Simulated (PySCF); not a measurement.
Input for PySCF: R-B3LYP/6-311+G** on C3H8O (SMILES CCOC), a point of a torsion scan.

```python
from pyscf import gto, scf, dft, mp
from pyscf.data.elements import chemcore

mol = gto.M(
    atom='''
    C     0.69812439   -0.35667550    1.23972032
    C     0.56526087   -0.70022691   -0.23800404
    O    -0.67830180   -0.41878967   -0.87399608
    C    -1.71043590    0.15551073   -0.11606619
    H     1.69840705   -0.63226639    1.56431375
    H     0.56414513    0.70788231    1.41386257
    H    -0.01991543   -0.90743957    1.84200943
    H     1.33401749   -0.15498019   -0.80248738
    H     0.74788020   -1.77506218   -0.37324426
    H    -1.44165747    1.14153900    0.27882307
    H    -2.03095310   -0.48771744    0.71094032
    H    -2.54138670    0.27178995   -0.81079429
    ''',
    basis='6-311+g**',
    charge=0, spin=0, verbose=3, max_memory=1800)
mf = dft.RKS(mol, xc='b3lyp')
mf.conv_tol = 1e-8
mf.max_cycle = 100
mf.kernel()
if not mf.converged:
    mf = mf.newton().run(mf.mo_coeff, mf.mo_occ)
```

Output:

```
converged SCF energy = -194.396059051468
```

Self-consistency was reached.

Cost: roughly 11 core-seconds.
